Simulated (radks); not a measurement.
Effect of the nuclear size on neutral cadmium, [Kr] 4d10 5s2. Method: Dirac Kohn-Sham, PBE, spin-unpolarised, spherical densities, finite nucleus; Fermi nuclear charge, rms radius 4.6087 fm; computed with a radial shooting solver on a logarithmic mesh with Libxc functionals. The rms radius is varied about that value; shifts are against it.

rms radius (fm)  total energy shift (eV)  density at nucleus (e/bohr^3)  1s1/2 shift (meV)  2s1/2 shift (meV)  3p1/2 shift (meV)  4s1/2 shift (meV)  4p1/2 shift (meV)  5s1/2 shift (meV)
3.9819                            -0.824                      1.629e+05               -346              -39.0              0.475              -1.35              0.132             -0.062
4.2124                            -0.533                      1.616e+05               -224              -25.2              0.307             -0.874              0.085             -0.040
4.6087                                 0                      1.595e+05              0.000              0.000              0.000              0.000              0.000              0.000
4.7746                             0.235                      1.587e+05               98.9               11.1             -0.136              0.386             -0.038              0.018
5.2724                             0.984                      1.565e+05                414               46.6             -0.567               1.61             -0.158              0.074

Slopes of the eigenvalues against <r^2> in GHz/fm^2, as finite differences over the two radii next to the reference (eigenvalue slopes, not the field-shift constants of lines): 1s1/2 15500, 2s1/2 1740, 3p1/2 -21.2, 4s1/2 60.3, 4p1/2 -5.90, 5s1/2 2.76.
